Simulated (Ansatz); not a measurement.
Compare A (`C#CN(C)[SiH2]F`) with its isomer B (`C=C=C(F)N[SiH3]`).

Gas-phase electronic energies from Ansatz, PBE0-D4/def2-TZVP geometries. CBS: MP2 limit from def2 TZ/QZ plus the TZ coupled-cluster correction, frozen cores. Functionals use def2-TZVPP. B3LYP here is the variant with VWN-RPA as its local correlation; programs differ in this. Each species was taken in one conformer, which may not be the lowest.

(1) Which isomer does CCSD(T)/CBS put lower? Give the gap. (Best estimate.)

(2) Give E(B) − E(A) in kcal/mol with B3LYP-D4, B2PLYP, CCSD/def2-TZVPP, CCSD(T)/def2-TZVPP, PBE0-D4, r2SCAN-D4, B3LYP. (Estimate.)

Largest T1 diagnostic: 0.013.

Answers

(1) Computed: A, by 45.3 kcal/mol.

(2) The calculation gave: B3LYP-D4 40.2, B2PLYP 44.0, CCSD/def2-TZVPP 44.9, CCSD(T)/def2-TZVPP 43.9, PBE0-D4 38.5, r2SCAN-D4 38.7, B3LYP 40.0. None reverses the order clearly.

From PBE to PBE0 (25 % exact exchange), in def2-TZVPP and without D4, E(B) − E(A) moves by +3.1 kcal/mol.
